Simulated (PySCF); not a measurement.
B2H6NSi, AlB2H4O, Al2B2H5, AlB2H6N and others (calculated)

All values are calculated (PySCF 2.14.0). Calculation on a computer-drawn molecule: the log of a Hartree-Fock and frozen-core CCSD(T) single point meant for a local Hartree-Fock minimum, with one planted fault or none, to be diagnosed. Offsets are logged minus clean, where the clean run is the same molecule without the fault. The reference is restricted for singlets and unrestricted otherwise, and also for a bond in bohr or an excited solution. Adding or removing an electron swaps singlet and doublet. The excited solution moves the top pair (singlet) or top alpha electron (doublet) to the lowest empty orbital. Highest occupied and lowest empty are orbital energies over both spins, largest force is the largest gradient component, triples share is (T) over the correlation energy, the T1 limit is 0.02 restricted and 0.045 unrestricted, electrons count all cores, a negative frequency is imaginary (commonest isotopes), and the dipole is about the centre of nuclear charge.

Common to all runs: meant basis cc-pV(D+d)Z; logged SCF converged yes; logged CC converged yes; logged SCF stable within its kind yes; possible faults no fault, one electron removed, one electron added, multiplicity raised by two, geometry at a saddle point, SCF held on an excited solution, minimal basis STO-3G, one bond length entered in bohr, all coordinates scaled.

(1) B2H6NSi

Logged structure:
```xyz
10
B2H6NSi
B     -2.6628     1.5589     0.5868
B     -1.5361     0.4763     1.2817
N     -0.6741    -0.3689     1.7931
Si    -0.0425    -1.9399     1.0279
H     -2.9650     2.5277     1.2050
H     -3.1001     1.3005    -0.4878
H     -0.3036    -0.1469     2.7111
H     -0.7522    -1.9866    -0.2550
H      1.4037    -1.7451     0.9062
H     -0.4275    -2.9964     1.9659
```

```
meant charge                         : 1
meant multiplicity                   : 1
logged electrons                     : 36
logged basis functions               : 30
logged spin squared                  : 0
logged highest occupied              : -16.388 eV
logged lowest empty                  : -1.1776 eV
logged largest force                 : 0.028928 hartree/bohr
logged T1 diagnostic                 : 0.018486
logged D1 diagnostic                 : 0.076749
logged triples share                 : 0.022312
logged dipole magnitude              : 2.0753 debye
logged energy HF                     : -391.42344 hartree
logged energy CCSD(T)                : -391.64473 hartree
planted fault                        : minimal basis STO-3G
HF energy offset from clean run      : 2884 kcal/mol
CCSD(T) energy offset from clean run : 3038 kcal/mol
```

Drawn bonds:
```
atom  other atom  order
   1           2      1
   2           3      1
   3           4      1
   1           5      1
   1           6      1
   3           7      1
   4           8      1
   4           9      1
   4          10      1
```

(2) AlB2H4O

Logged structure:
```xyz
8
AlB2H4O
B      1.8979     0.7082     0.0000
B      0.7820    -0.6595     0.0000
Al    -1.4010    -0.3755     0.0000
O     -2.9892    -0.1474     0.0000
H      3.0678     0.4792     0.0000
H      1.5081     1.8370     0.0000
H      1.0571    -1.8192     0.0000
H     -3.9227    -0.0228     0.0000
```

```
meant charge                         : 1
meant multiplicity                   : 1
logged electrons                     : 34
logged basis functions               : 85
logged spin squared                  : 0
logged highest occupied              : -15.979 eV
logged lowest empty                  : -5.3424 eV
logged largest force                 : 4.49e-05 hartree/bohr
logged lowest frequency              : -394.65 cm⁻¹
logged T1 diagnostic                 : 0.01461
logged D1 diagnostic                 : 0.038094
logged triples share                 : 0.022819
logged dipole magnitude              : 1.0376 debye
logged energy HF                     : -368.21676 hartree
logged energy CCSD(T)                : -368.64858 hartree
planted fault                        : geometry at a saddle point
HF energy offset from clean run      : 10.99 kcal/mol
CCSD(T) energy offset from clean run : 12.63 kcal/mol
```

Drawn bonds:
```
atom  other atom  order
   1           2      1
   2           3      1
   3           4      1
   1           5      1
   1           6      1
   2           7      1
   4           8      1
```

(3) Al2B2H5

Logged structure:
```xyz
9
Al2B2H5
B     -4.0865     1.2286    -1.5465
B     -2.4817     1.5490    -1.8769
Al    -0.9433     1.7550    -0.4063
Al     0.4869    -0.5305     0.0945
H     -4.8705     2.1210    -1.3847
H     -4.4777     0.0984    -1.4366
H     -2.0974     1.6560    -3.0116
H      0.2515     3.8386     1.3205
H      1.3189    -1.8235     0.3934
```

```
meant charge                         : 1
meant multiplicity                   : 1
logged electrons                     : 40
logged basis functions               : 99
logged spin squared                  : 0.9072
logged highest occupied              : -12.559 eV
logged lowest empty                  : -4.9617 eV
logged largest force                 : 0.0064598 hartree/bohr
logged T1 diagnostic                 : 0.040968
logged D1 diagnostic                 : 0.14886
logged triples share                 : 0.034146
logged dipole magnitude              : 4.7957 debye
logged energy HF                     : -535.71401 hartree
logged energy CCSD(T)                : -536.02696 hartree
planted fault                        : one bond length entered in bohr, row 7 of the drawn bonds
HF energy offset from clean run      : 56.77 kcal/mol
CCSD(T) energy offset from clean run : 65.5 kcal/mol
```

Drawn bonds:
```
atom  other atom  order
   1           2      1
   2           3      1
   3           4      1
   1           5      1
   1           6      1
   2           7      1
   3           8      1
   4           9      1
```

(4) AlB2H6N

Logged structure:
```xyz
10
AlB2H6N
B     -1.0581     1.3818    -1.4851
B     -1.0703     1.9693     0.0666
Al    -2.4084     1.2583     1.6033
N     -2.0144    -0.1795     2.5554
H     -1.7737     1.8347    -2.3425
H     -0.3669     0.4440    -1.7957
H     -0.3069     2.8522     0.3780
H     -3.7725     1.9876     1.9539
H     -1.1983    -0.7532     2.4513
H     -2.5805    -0.5422     3.3005
```

```
meant charge                         : 0
meant multiplicity                   : 1
logged electrons                     : 36
logged basis functions               : 30
logged spin squared                  : 0
logged highest occupied              : -7.5005 eV
logged lowest empty                  : 7.1004 eV
logged largest force                 : 0.039899 hartree/bohr
logged T1 diagnostic                 : 0.015892
logged D1 diagnostic                 : 0.057868
logged triples share                 : 0.01681
logged dipole magnitude              : 0.73701 debye
logged energy HF                     : -344.95804 hartree
logged energy CCSD(T)                : -345.14737 hartree
planted fault                        : minimal basis STO-3G
HF energy offset from clean run      : 2668 kcal/mol
CCSD(T) energy offset from clean run : 2841 kcal/mol
```

Drawn bonds:
```
atom  other atom  order
   1           2      1
   2           3      1
   3           4      1
   1           5      1
   1           6      1
   2           7      1
   3           8      1
   4           9      1
   4          10      1
```

(5) AlB3H5

Logged structure:
```xyz
9
AlB3H5
B     -2.8092     1.1419     1.9525
B     -1.2561     0.8556     1.4252
Al    -0.6109     0.9154    -0.6063
B     -0.4012    -0.4866    -2.1831
H     -4.2837    -0.5647     2.2635
H     -3.2167     2.2570     2.1550
H     -0.3740     0.6527     2.2250
H     -1.2729    -0.6539    -2.9961
H      0.6286    -1.0813    -2.3672
```

```
meant charge                         : 0
meant multiplicity                   : 2
logged electrons                     : 33
logged basis functions               : 90
logged spin squared                  : 1.4557
logged highest occupied              : -7.3446 eV
logged lowest empty                  : 0.41528 eV
logged largest force                 : 0.016922 hartree/bohr
logged T1 diagnostic                 : 0.067422
logged D1 diagnostic                 : 0.26419
logged triples share                 : 0.039931
logged dipole magnitude              : 1.0663 debye
logged energy HF                     : -318.64909 hartree
logged energy CCSD(T)                : -319.01002 hartree
planted fault                        : one bond length entered in bohr, row 4 of the drawn bonds
HF energy offset from clean run      : 72.09 kcal/mol
CCSD(T) energy offset from clean run : 71.6 kcal/mol
```

Drawn bonds:
```
atom  other atom  order
   1           2      1
   2           3      1
   3           4      1
   1           5      1
   1           6      1
   2           7      1
   4           8      1
   4           9      1
```

Notes: T1 above single-reference limit.

(6) CH5AlBO

Logged structure:
```xyz
9
CH5AlBO
B     -1.6897     0.3233    -0.9677
C     -0.4261     1.2731    -0.8020
Al    -0.8594     3.1307    -0.9339
O     -1.1811     4.6910    -1.0376
H     -2.0064    -0.0386    -2.0597
H     -2.3247     0.0252    -0.0025
H      0.3253     1.1315    -1.5887
H      0.0488     1.1919     0.1836
H     -1.3630     5.6137    -1.0988
```

```
meant charge                         : 1
meant multiplicity                   : 1
logged electrons                     : 36
logged basis functions               : 90
logged spin squared                  : 0
logged highest occupied              : -17.351 eV
logged lowest empty                  : -3.9806 eV
logged largest force                 : 2.18e-05 hartree/bohr
logged lowest frequency              : 117.58 cm⁻¹
logged T1 diagnostic                 : 0.013788
logged D1 diagnostic                 : 0.036426
logged triples share                 : 0.025125
logged dipole magnitude              : 2.0473 debye
logged energy HF                     : -382.04195 hartree
logged energy CCSD(T)                : -382.54582 hartree
planted fault                        : no fault
HF energy offset from clean run      : 0 kcal/mol
CCSD(T) energy offset from clean run : 0 kcal/mol
```

Drawn bonds:
```
atom  other atom  order
   1           2      1
   2           3      1
   3           4      1
   1           5      1
   1           6      1
   2           7      1
   2           8      1
   4           9      1
```

(7) CH5AlBO

Structure as in entry 6.

```
meant charge                         : 1
meant multiplicity                   : 1
logged electrons                     : 35
logged basis functions               : 90
logged spin squared                  : 0.7786
logged highest occupied              : -23.69 eV
logged lowest empty                  : -14.803 eV
logged largest force                 : 0.12206 hartree/bohr
logged T1 diagnostic                 : 0.023705
logged D1 diagnostic                 : 0.098365
logged triples share                 : 0.028322
logged dipole magnitude              : 7.6384 debye
logged energy HF                     : -381.45134 hartree
logged energy CCSD(T)                : -381.93498 hartree
planted fault                        : one electron removed
HF energy offset from clean run      : 370.6 kcal/mol
CCSD(T) energy offset from clean run : 383.3 kcal/mol
```

Drawn bonds:
```
atom  other atom  order
   1           2      1
   2           3      1
   3           4      1
   1           5      1
   1           6      1
   2           7      1
   2           8      1
   4           9      1
```

(8) CH7Al2B

Logged structure:
```xyz
11
CH7Al2B
B     -1.3594    -0.3562    -0.5427
C     -0.2670    -0.2819    -1.6175
Al     1.3364     0.6784    -0.8957
Al     2.5540    -0.0610     1.3104
H     -1.3004    -1.1749     0.3423
H     -2.2581     0.4451    -0.5040
H      0.1971    -1.2573    -1.8306
H     -0.5395     0.2254    -2.5456
H      1.8804     1.8692    -1.7979
H      2.2668     0.6456     2.7046
H      3.6269    -1.2338     1.3282
```

```
meant charge                         : 0
meant multiplicity                   : 1
logged electrons                     : 43
logged basis functions               : 109
logged spin squared                  : 0.7694
logged highest occupied              : -15.461 eV
logged lowest empty                  : -7.2499 eV
logged largest force                 : 0.054364 hartree/bohr
logged T1 diagnostic                 : 0.016938
logged D1 diagnostic                 : 0.061685
logged triples share                 : 0.027788
logged dipole magnitude              : 3.4423 debye
logged energy HF                     : -550.13613 hartree
logged energy CCSD(T)                : -550.5456 hartree
planted fault                        : one electron removed
HF energy offset from clean run      : 188.2 kcal/mol
CCSD(T) energy offset from clean run : 202.4 kcal/mol
```

Drawn bonds:
```
atom  other atom  order
   1           2      1
   2           3      1
   3           4      1
   1           5      1
   1           6      1
   2           7      1
   2           8      1
   3           9      1
   4          10      1
   4          11      1
```

(9) C2H8AlB

Logged structure:
```xyz
12
C2H8AlB
B     -2.0499     0.3767    -0.4997
C     -0.5552     0.4882    -0.1626
Al     0.5221    -0.4021    -1.5817
C      1.0931     0.5520    -3.1989
H     -2.5913     1.1942    -1.2010
H     -2.7013    -0.5692    -0.1344
H     -0.1750     1.5166    -0.1723
H     -0.2617    -0.0343     0.7539
H      0.9801    -1.9014    -1.3513
H      3.1588     0.7257    -3.2533
H      0.6727     1.5586    -3.2826
H      0.8098    -0.0064    -4.0996
```

```
meant charge                         : 0
meant multiplicity                   : 1
logged electrons                     : 38
logged basis functions               : 105
logged spin squared                  : 0.714
logged highest occupied              : -10.65 eV
logged lowest empty                  : 0.99275 eV
logged largest force                 : 0.023005 hartree/bohr
logged T1 diagnostic                 : 0.055026
logged D1 diagnostic                 : 0.26515
logged triples share                 : 0.03474
logged dipole magnitude              : 0.4637 debye
logged energy HF                     : -346.87195 hartree
logged energy CCSD(T)                : -347.38478 hartree
planted fault                        : one bond length entered in bohr, row 9 of the drawn bonds
HF energy offset from clean run      : 76.83 kcal/mol
CCSD(T) energy offset from clean run : 79.75 kcal/mol
```

Drawn bonds:
```
atom  other atom  order
   1           2      1
   2           3      1
   3           4      1
   1           5      1
   1           6      1
   2           7      1
   2           8      1
   3           9      1
   4          10      1
   4          11      1
   4          12      1
```

Notes: T1 above single-reference limit.

(10) C2H8AlB

Logged structure:
```xyz
12
C2H8AlB
B     -2.0499     0.3767    -0.4997
C     -0.5552     0.4882    -0.1626
Al     0.5221    -0.4021    -1.5817
C      1.0931     0.5520    -3.1989
H     -2.5913     1.1942    -1.2010
H     -2.7013    -0.5692    -0.1344
H     -0.1750     1.5166    -0.1723
H     -0.2617    -0.0343     0.7539
H      0.9801    -1.9014    -1.3513
H      2.1862     0.6439    -3.2277
H      0.6727     1.5586    -3.2826
H      0.8098    -0.0064    -4.0996
```

```
meant charge            : 0
meant multiplicity      : 1
logged electrons        : 39
logged basis functions  : 105
logged spin squared     : 0.7667
logged highest occupied : 0.51942 eV
logged lowest empty     : 7.2272 eV
logged largest force    : 0.020236 hartree/bohr
logged T1 diagnostic    : 0.020868
logged D1 diagnostic    : 0.11965
logged triples share    : 0.02964
logged dipole magnitude : 2.6019 debye
logged energy HF        : -346.9583 hartree
logged energy CCSD(T)   : -347.49923 hartree
```

Drawn bonds:
```
atom  other atom  order
   1           2      1
   2           3      1
   3           4      1
   1           5      1
   1           6      1
   2           7      1
   2           8      1
   3           9      1
   4          10      1
   4          11      1
   4          12      1
```

Notes: highest electron not bound in this basis.

Question: Which fault was planted in the run of C2H8AlB (entry 10)?
Answer: one electron added

Further results for C2H8AlB (entry 10):

```
HF energy offset from clean run      : 22.65 kcal/mol
CCSD(T) energy offset from clean run : 7.927 kcal/mol
```
